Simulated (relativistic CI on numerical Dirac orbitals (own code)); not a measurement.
## Si VI: sensitivity of the levels to the model

Base calculation: Dirac-Coulomb-Breit CI, KLI orbitals optimised for each configuration, a model potential for QED, valence Slater integrals scaled by 0.85, P86 correlation energy added to each configuration.

CI space (outside the closed core 1s2): 2s²2p⁵, 2s2p⁶, 2s²2p⁴3s, 2s²2p⁴3p, 2s²2p⁴3d, 2p⁶3s, 2p⁶3p, 2s²2p⁴4s, 2s2p⁵3s, 2s²2p⁴4p, 2s²2p⁴4d, 2p⁶3d, 2s²2p⁴4f, 2s2p⁵3p, 2s²2p³3s², 2s2p⁵3d. Levels of other configurations are missing.

The lowest level and the first level of each name with at least 55 % of one term (blank where a level has no safe partner in the second run):

```
          Level  Base (cm⁻¹)  Shift (cm⁻¹)
  2s²2p⁵ ²P°3/2            0             0
  2s²2p⁵ ²P°1/2         5058            -1
    2s2p⁶ ²S1/2       423477          +856
 2s²2p⁴3s ⁴P5/2       993983         +2967
 2s²2p⁴3s ⁴P3/2       997088         +2945
 2s²2p⁴3s ⁴P1/2       998904         +2960
 2s²2p⁴3s ²P3/2      1008025         +1385
 2s²2p⁴3s ²P1/2      1011683         +1358
 2s²2p⁴3s ²D5/2      1039865         -2175
 2s²2p⁴3s ²D3/2      1039928         -2170
2s²2p⁴3p ⁴P°5/2      1074231         +4021
2s²2p⁴3p ⁴P°3/2      1075238         +3979
2s²2p⁴3p ⁴P°1/2      1076560         +4036
2s²2p⁴3p ⁴D°7/2      1082836         +2775
```

At this charge configurations can still be misplaced by up to about 7 % of their energy. 31 of the 32 excited levels that our extract of the measured tables holds in this range could be paired (the sources list more); they are missed by 3803 cm⁻¹ on average and 16980 at most, and levels without a partner can miss by more.

**Question.** One thing was changed in a second run, which moved the levels as shown. Which?
A. Slater integrals left unscaled
B. Breit term removed
C. QED terms removed
D. valence Slater integrals scaled by 0.75
E. configuration mixing switched off

**Answer.** D. Valence Slater integrals scaled by 0.75. Scaling acts on the splittings between terms and on the mixing, and leaves the fine structure of pure LS terms nearly alone; in jj coupling it moves the levels of one term differently.

LS names give the leading component of a level, which can be under half, so a name can repeat, a term be missing and a line seem to break the LS rules.
